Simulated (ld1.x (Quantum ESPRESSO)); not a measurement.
# An all-electron radial function and its pseudo partner (technetium (Tc))

Columns: radius, all-electron u(r) and pseudo u(r) of the 4p shell (level -45.73 eV) of technetium in the configuration [Ar] 3d10 4s2 4p6 4d5 5s1.75 5p0.25; PBE, scalar-relativistic, RRKJ scheme, ld1.x (Quantum ESPRESSO) 7.5.

```
r (bohr)  all-electron  pseudo
   0.100        0.3110  0.0258
   0.200       -0.2734  0.1002
   0.300       -0.5554  0.2149
   0.400       -0.3895  0.3570
   0.500       -0.0200  0.5114
   0.600        0.3646  0.6624
   0.700        0.6755  0.7959
   0.800        0.8882  0.9009
   0.900        1.0076  0.9705
   1.000        1.0511  1.0025
   1.100        1.0386  0.9984
   1.200        0.9888  0.9635
   1.300        0.9166  0.9048
   1.400        0.8328  0.8301
   1.500        0.7454  0.7470
   1.600        0.6595  0.6620
   1.700        0.5781  0.5799
   1.800        0.5031  0.5038
   1.900        0.4353  0.4354
   2.000        0.3748  0.3748
   2.100        0.3215  0.3215
   2.200        0.2748  0.2748
   2.300        0.2343  0.2343
   2.400        0.1993  0.1993
   2.500        0.1692  0.1692
   2.600        0.1435  0.1435
```

**Question.** How many radial nodes do the two functions have?

**Answer.** The all-electron 4p function has n − l − 1 = 2; the pseudo-wave has 0, since the states of the same l below it are removed with the core.

**Question.** At about which radius was the pseudo-wave matched?

**Answer.** 2.00 bohr, where the columns begin to agree (steps of 0.10 bohr).

**Question.** Where does each function peak?

**Answer.** Outermost all-electron maximum near 1.00 bohr, pseudo maximum near 1.00 bohr (to the table’s step).

**Question.** Is the pseudo-wave norm-conserving?

**Answer.** Yes: the RRKJ scheme keeps the norm inside the radius equal to the all-electron one, which fixes the energy derivative of the logarithmic derivative at the level.
